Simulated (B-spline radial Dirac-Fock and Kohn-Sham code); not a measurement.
## X-ray form factors of tin in several charge states

Calculated with a radial finite-basis atomic code, using relativistic Hartree-Fock (Dirac-Fock) wave functions, averaged over the configuration.

Configurations: Sn²⁸⁺ [Ar] 3d4; Sn³⁰⁺ [Ar] 3d2; Sn³¹⁺ [Ar] 3d1; Sn³³⁺ [Ne] 3s2 3p5; Sn³⁵⁺ [Ne] 3s2 3p3; Sn³⁶⁺ [Ne] 3s2 3p2. The first column is f₀ of Sn²⁸⁺, the others are differences from it.

| s (Å⁻¹) | Sn²⁸⁺ | Δ Sn³⁰⁺ | Δ Sn³¹⁺ | Δ Sn³³⁺ | Δ Sn³⁵⁺ | Δ Sn³⁶⁺ |
| --- | --- | --- | --- | --- | --- | --- |
| 0 | 22.000 | -2.000 | -3.000 | -5.000 | -7.000 | -8.000 |
| 0.1 | 21.897 | -1.983 | -2.976 | -4.960 | -6.944 | -7.936 |
| 0.2 | 21.593 | -1.935 | -2.904 | -4.842 | -6.777 | -7.746 |
| 0.3 | 21.100 | -1.856 | -2.789 | -4.651 | -6.508 | -7.440 |
| 0.4 | 20.437 | -1.752 | -2.635 | -4.396 | -6.150 | -7.032 |
| 0.5 | 19.630 | -1.626 | -2.451 | -4.089 | -5.716 | -6.537 |
| 0.7 | 17.704 | -1.334 | -2.020 | -3.370 | -4.699 | -5.376 |
| 0.9 | 15.572 | -1.025 | -1.561 | -2.601 | -3.608 | -4.128 |
| 1.1 | 13.464 | -0.736 | -1.131 | -1.876 | -2.576 | -2.944 |
| 1.4 | 10.703 | -0.392 | -0.612 | -0.997 | -1.324 | -1.504 |
